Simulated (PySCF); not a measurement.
# How the method changes the shape and vibrations of BClHOSi cation

Calculated results; nothing here was measured. The program is PySCF 2.14.0, an open-source quantum chemistry code, run on an isolated molecule that a program drew, which may never have been made. The molecule is BClHOSi cation (charge +1, singlet), drawn as the SMILES string `O=B[SiH+]Cl`.

The geometry was optimised and harmonic frequencies were computed with HF and MP2, all in the cc-pV(D+d)Z basis, for the commonest isotopes, with a restricted reference for singlets and an unrestricted one otherwise, and a frozen core in MP2. Each result is a local minimum of its method.

Geometry at the HF minimum:
```xyz
5
BClHOSi cation, angstrom
O    -0.6642    2.6660   -2.1623
B    -0.3525    1.5689   -1.8933
Si    0.1999   -0.2945   -1.4489
Cl   -0.9959   -1.3840   -0.3625
H     1.4587   -0.8720   -1.9031
```

Lengths of the bonds as drawn, in Å (atoms numbered as above):
| bond | HF | MP2 |
|---|---|---|
| O1-B2 | 1.172 | 1.217 |
| B2-Si3 | 1.994 | 1.971 |
| Si3-Cl4 | 1.949 | 1.958 |
| Si3-H5 | 1.457 | 1.466 |

Rotational constants, in GHz:
| constant | HF | MP2 |
|---|---|---|
| A | 15.97 | 15.89 |
| B | 1.999 | 1.979 |
| C | 1.777 | 1.76 |

Harmonic frequencies in cm^-1, each column in rising order, so a row needn't be the same motion in every method:
| rank | HF | MP2 |
|---|---|---|
| 1 | 121 | 112 |
| 2 | 253 | 226 |
| 3 | 366 | 338 |
| 4 | 534 | 526 |
| 5 | 588 | 559 |
| 6 | 720 | 707 |
| 7 | 857 | 824 |
| 8 | 2235 | ? |
| 9 | 2459 | 2388 |

**Estimate the missing MP2 frequency from the HF column.**

A single factor s that minimises the squared misfit of MP2 against s times HF over the other rows is sum(HF x MP2) / sum(HF^2) = 0.9691, with an rms misfit of 11 cm^-1. For rank 8 it gives 0.9691 x 2235 = 2166 cm^-1. The calculation gives 1913 cm^-1, 253 cm^-1 below the estimate. The drawn bonds are on average 0.9 % longer in MP2 than in HF.
